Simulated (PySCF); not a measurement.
Spinor energies of Cl¹⁵⁺ (chlorine, charge +15)

Start: 1s2. Calculated with PySCF 2.14 in an uncontracted even-tempered set (17 s from 1.2 bohr⁻², ratio 2.6; 10 p from 1.5 bohr⁻², ratio 2.6; 6 d from 1.6 bohr⁻², ratio 2.8; 3 f from 75 bohr⁻², ratio 2.8): generalised Hartree-Fock with the X2C-1e Hamiltonian and a Gaussian nucleus; spin-orbit coupling (SO) screened by Boettger's factors.

```json
{"spinor shell": "1s1/2", "electrons": "2", "ε, screened SO (eV)": "-3660.3", "weight of nominal j (screened SO)": "1.000", "rms radius, screened SO (bohr)": "0.104"}
```

```csv
quantity,screened SO
E (hartree),-279.51501
M_J,0
⟨J²⟩,0.000
⟨L²⟩,0.000
⟨S²⟩,0.000
```
